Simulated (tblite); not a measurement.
A geometry optimisation, step by step.

Species: C5H7FNSi (doublet state).
Bonds: C1–C2, C2–C3 (aromatic), C3–C4 (aromatic), C4–N5 (aromatic), N5–Si6, N5–C7 (aromatic), C7–F8, C2–C7 (aromatic). Hydrogens: H9, H10, H11 on C1; H12 on C4; H13, H14, H15 on Si6.
Bond orders are those of one Lewis drawing.

Computed with GFN2-xTB (tblite), gas phase: L-BFGS steps from a force-field or distance-geometry start until the largest atomic force falls under 0.01 eV/Å. 6 of its 71 geometries are shown.

Step 0: E = -641.2784 eV, largest atomic force 4.574 eV/Å
```
atom  x, y, z in Å  |  force x, y, z in eV/Å
C1     -2.682    0.040    0.205   -1.157   1.069   0.347
C2     -1.262   -0.321    0.113   -0.654   0.672   0.350
C3     -0.714   -1.608    0.189    0.922   0.851  -0.219
C4      0.643   -1.461    0.057   -1.463  -3.430   0.456
N5      0.911   -0.179   -0.054    3.270   3.132  -0.649
Si6     2.550    0.536   -0.254   -0.442   0.653   0.115
C7     -0.220    0.576   -0.037   -0.907  -1.497   0.208
F8     -0.253    1.926   -0.137    0.340  -0.709   0.039
H9     -3.181   -0.350   -0.696   -0.180   0.262   0.525
H10    -2.780    1.164    0.256    0.004  -1.104  -0.279
H11    -3.173   -0.341    1.134    0.387   0.018  -0.828
H12     1.329   -2.305    0.081    0.165   0.841  -0.095
H13     3.526   -0.455   -0.686   -0.211  -0.143   0.025
H14     2.908    1.149    1.044   -0.071  -0.232  -0.164
H15     2.395    1.636   -1.237   -0.003  -0.383   0.170
```

Step 14: E = -641.7428 eV, largest atomic force 0.055 eV/Å
```
atom  x, y, z in Å  |  force x, y, z in eV/Å
C1     -2.726    0.070    0.207    0.007   0.010   0.003
C2     -1.288   -0.305    0.133   -0.009  -0.010   0.005
C3     -0.685   -1.584    0.191   -0.020  -0.023  -0.019
C4      0.652   -1.504    0.064   -0.006   0.006   0.008
N5      0.977   -0.163   -0.078   -0.013  -0.003  -0.008
Si6     2.550    0.597   -0.244    0.024   0.020  -0.001
C7     -0.206    0.513   -0.029   -0.010   0.016   0.003
F8     -0.176    1.853   -0.135   -0.017   0.026  -0.001
H9     -3.263   -0.313   -0.662    0.009  -0.007   0.032
H10    -2.828    1.152    0.230    0.015  -0.003  -0.007
H11    -3.187   -0.346    1.103    0.024  -0.015  -0.024
H12     1.413   -2.255    0.061    0.009   0.007  -0.002
H13     3.442   -0.476   -0.666   -0.020  -0.051   0.003
H14     2.919    1.137    1.063   -0.001   0.017   0.012
H15     2.402    1.631   -1.261    0.007   0.008  -0.003
```

Step 28: E = -641.7451 eV, largest atomic force 0.029 eV/Å
```
atom  x, y, z in Å  |  force x, y, z in eV/Å
C1     -2.726    0.065    0.208   -0.004   0.005   0.011
C2     -1.289   -0.306    0.127    0.008   0.009  -0.018
C3     -0.682   -1.584    0.176    0.005   0.007  -0.001
C4      0.655   -1.494    0.056    0.008   0.006   0.007
N5      0.975   -0.150   -0.079   -0.001  -0.003  -0.007
Si6     2.556    0.596   -0.241   -0.027  -0.010   0.004
C7     -0.213    0.519   -0.029    0.006   0.005   0.007
F8     -0.195    1.861   -0.130    0.006   0.006   0.002
H9     -3.269   -0.321   -0.654   -0.003  -0.012   0.018
H10    -2.829    1.147    0.230    0.008   0.010  -0.012
H11    -3.174   -0.349    1.110   -0.019  -0.022  -0.002
H12     1.422   -2.239    0.054   -0.007   0.006  -0.010
H13     3.412   -0.515   -0.646    0.007   0.009   0.009
H14     2.925    1.149    1.062    0.002  -0.004  -0.005
H15     2.428    1.627   -1.265    0.011  -0.012  -0.003
```

Step 42: E = -641.7459 eV, largest atomic force 0.016 eV/Å
```
atom  x, y, z in Å  |  force x, y, z in eV/Å
C1     -2.731    0.061    0.213    0.007   0.003  -0.001
C2     -1.290   -0.298    0.124   -0.004   0.000   0.016
C3     -0.683   -1.575    0.166   -0.003  -0.001  -0.012
C4      0.653   -1.484    0.043   -0.003  -0.011   0.000
N5      0.973   -0.141   -0.084   -0.003  -0.001   0.005
Si6     2.559    0.593   -0.238    0.006  -0.003  -0.001
C7     -0.214    0.530   -0.025   -0.004   0.000  -0.016
F8     -0.193    1.872   -0.121    0.000  -0.001   0.006
H9     -3.275   -0.341   -0.641    0.000   0.000   0.006
H10    -2.845    1.142    0.226   -0.002   0.003   0.001
H11    -3.170   -0.354    1.120    0.003   0.007  -0.005
H12     1.419   -2.229    0.031    0.012  -0.010  -0.002
H13     3.416   -0.528   -0.616   -0.004   0.009   0.008
H14     2.921    1.157    1.063   -0.006   0.007  -0.012
H15     2.456    1.605   -1.283    0.002  -0.002   0.008
```

Step 56: E = -641.7472 eV, largest atomic force 0.070 eV/Å
```
atom  x, y, z in Å  |  force x, y, z in eV/Å
C1     -2.730    0.061    0.226   -0.010   0.010   0.005
C2     -1.290   -0.295    0.120    0.031  -0.002  -0.008
C3     -0.690   -1.576    0.124    0.012  -0.014  -0.006
C4      0.646   -1.492   -0.004    0.023   0.015  -0.001
N5      0.973   -0.146   -0.100    0.006  -0.020   0.023
Si6     2.561    0.595   -0.230   -0.069   0.002   0.009
C7     -0.210    0.530   -0.017    0.013  -0.011  -0.008
F8     -0.176    1.874   -0.078   -0.017   0.000   0.000
H9     -3.289   -0.374   -0.603    0.001   0.010   0.001
H10    -2.853    1.141    0.207    0.008   0.010  -0.008
H11    -3.149   -0.326    1.154    0.004  -0.002   0.007
H12     1.408   -2.243   -0.036   -0.017   0.027  -0.008
H13     3.431   -0.541   -0.513    0.020  -0.010  -0.004
H14     2.863    1.237    1.047    0.001  -0.004   0.021
H15     2.500    1.562   -1.320   -0.007  -0.011  -0.023
```

Step 70: E = -641.7491 eV, largest atomic force 0.007 eV/Å
```
atom  x, y, z in Å  |  force x, y, z in eV/Å
C1     -2.723    0.067    0.241   -0.002   0.000   0.000
C2     -1.289   -0.304    0.105   -0.002   0.001  -0.001
C3     -0.695   -1.587    0.060    0.002   0.003   0.000
C4      0.642   -1.501   -0.064    0.002  -0.001  -0.001
N5      0.973   -0.155   -0.106    0.001   0.001   0.004
Si6     2.554    0.600   -0.215    0.005   0.000  -0.004
C7     -0.207    0.521   -0.001   -0.001   0.001  -0.002
F8     -0.170    1.866   -0.018   -0.001   0.001   0.007
H9     -3.312   -0.397   -0.549    0.000   0.000  -0.001
H10    -2.836    1.146    0.179    0.001   0.001   0.000
H11    -3.114   -0.274    1.199   -0.004  -0.003  -0.001
H12     1.402   -2.251   -0.131    0.002  -0.004   0.003
H13     3.458   -0.535   -0.372    0.000  -0.002   0.002
H14     2.777    1.334    1.029    0.000   0.000  -0.001
H15     2.536    1.478   -1.381   -0.004   0.000  -0.004
```

**Question.** Summarise the path.

**Answer.** The energy falls by 10.85 kcal/mol from step 0 to step 70; nine tenths of that is first reached at step 5. It never rises by more than 0.2 meV. The largest force goes from 4.574 to 0.007 eV/Å. Among the bonds C4–N5 changes most, from 1.314 to 1.387 Å; the atoms move by 0.168 Å rms after alignment.

**Question.** Follow the three bonds and two angles with the largest change from start to end.

**Answer.** 
```csv
step,E above end (kcal/mol),largest force (eV/Å),C4–N5 (Å),N5–Si6 (Å),C1–H10 (Å),C3–C4–H12 (°),N5–Si6–H13 (°)
0,10.85,4.574,1.314,1.799,1.129,122.6,111.9
3,1.51,0.461,1.384,1.762,1.076,128.5,108.9
6,0.50,0.275,1.390,1.757,1.090,130.9,106.7
9,0.22,0.118,1.388,1.759,1.089,131.4,105.4
12,0.16,0.065,1.388,1.757,1.087,131.7,105.1
15,0.14,0.045,1.386,1.755,1.088,131.7,104.6
18,0.12,0.036,1.387,1.757,1.087,131.9,103.9
21,0.11,0.029,1.387,1.755,1.087,131.9,103.6
24,0.10,0.020,1.387,1.754,1.088,131.8,103.4
27,0.09,0.035,1.387,1.756,1.087,131.8,103.3
30,0.09,0.029,1.387,1.756,1.087,131.8,103.4
33,0.08,0.017,1.387,1.755,1.088,131.9,103.4
37,0.08,0.018,1.388,1.756,1.087,131.8,103.5
40,0.07,0.023,1.387,1.755,1.087,131.8,103.5
43,0.07,0.016,1.387,1.756,1.087,131.8,103.4
46,0.07,0.012,1.387,1.755,1.087,131.9,103.4
49,0.07,0.039,1.387,1.754,1.087,131.9,103.4
52,0.06,0.035,1.386,1.755,1.087,131.9,103.4
55,0.05,0.052,1.388,1.757,1.087,131.9,103.1
58,0.03,0.047,1.388,1.757,1.087,131.4,102.9
61,0.02,0.055,1.387,1.754,1.087,131.4,103.0
64,0.01,0.022,1.388,1.756,1.087,131.7,103.1
67,0.00,0.016,1.387,1.755,1.087,131.9,103.2
70,0.00,0.007,1.387,1.755,1.087,131.8,103.3
```

What follows is the cost of the whole relaxation. Hardware: one thread of an Intel Xeon at 2.60 GHz, shared host with 128 logical CPUs at a one-minute load of 15. Cost: 0.48 s.
